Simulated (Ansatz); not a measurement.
Reaction (ligand exchange at a Ge–O bond): `[SiH3][O][Ge][Cl]` + HBr → `[Cl][Ge][Br]` + `O[SiH3]`

Isolated molecules relaxed with PBE0-D4/def2-TZVP in Ansatz; ΔE leaves out vibrations. CBS: MP2 limit from def2 TZ/QZ plus the TZ coupled-cluster correction, frozen cores. Functionals use def2-TZVPP. For Br, Ge outer-core shells are correlated without core-valence functions, which leaves a few kJ/mol of doubt a bond. Scalar relativity is left out up to krypton. Each species was taken in one conformer, which may not be the lowest.

`[SiH3][O][Ge][Cl]`:

Z-matrix (Å, degrees):
```
Si
O 1 1.655
H 1 1.484 2 107.2
H 1 1.484 2 110.4 3 119.3
H 1 1.484 2 110.5 3 -119.3
Ge 2 1.768 1 138.4 3 179.8
Cl 6 2.210 2 99.4 1 0.0
```

HBr:

Cartesian coordinates in Å:
```
Br 0.502 0.143 -0.482
H -0.502 -0.143 0.482
```

`[Cl][Ge][Br]`:

Z-matrix (Å, degrees):
```
Ge
Cl 1 2.181
Br 1 2.342 2 100.5
```

`O[SiH3]`:

Cartesian coordinates in Å:
```
O 0.967 -0.270 0.797
Si -0.341 -0.073 -0.186
H 1.613 0.436 0.828
H -1.148 1.116 0.204
H -1.152 -1.303 -0.034
H 0.061 0.094 -1.610
```

**Question.** Is it downhill or uphill in electronic energy at CCSD(T)/CBS, and by how much? (Estimate.)

**Answer.** Computed: Downhill: ΔE = -20.6 kJ/mol.

**Question.** What do these levels give: PBE-D4, revPBE-D4, r2SCANh-D4, ωB97M-V, PBE-QIDH, PBE, PBE0, CAM-B3LYP, HF/def2-SVP, HF/def2-TZVPP, HF/CBS(def2), MP2/CBS(def2)? (An estimate is asked.)

**Answer.** Ansatz gave: PBE-D4 -30.9, revPBE-D4 -28.8, r2SCANh-D4 -27.0, ωB97M-V -20.8, PBE-QIDH -25.6, PBE -34.7, PBE0 -34.2, CAM-B3LYP -20.1, HF/def2-SVP -14.4, HF/def2-TZVPP -24.9, HF/CBS(def2) -23.8, MP2/CBS(def2) -22.5 kJ/mol.

**Question.** What do rigid-rotor, harmonic-oscillator terms from PBE0-D4/def2-TZVP frequencies (298.15 K, 1 bar) make of the CCSD(T)/CBS value? (Best estimate.)

**Answer.** Computed: ΔZPE = +9.6 kJ/mol, ΔH = -13.0 kJ/mol, ΔS = 19 J/(mol·K), ΔG = -18.8 kJ/mol.

Largest T1 diagnostic among the species: 0.014.

Leaving LDA and LC-ωPBE aside and taking each functional with its dispersion term where it has one, the values, not all of them listed here, spread over 15.1 kJ/mol, from HSE06-D4 to CAM-B3LYP-D4. LDA lies +8.3 kJ/mol from PBE without D4. In def2-TZVPP, CCSD(T) changes the Hartree–Fock value by +10.0 kJ/mol (the triples alone add +0.7 kJ/mol) and MP2 by +8.2 kJ/mol.
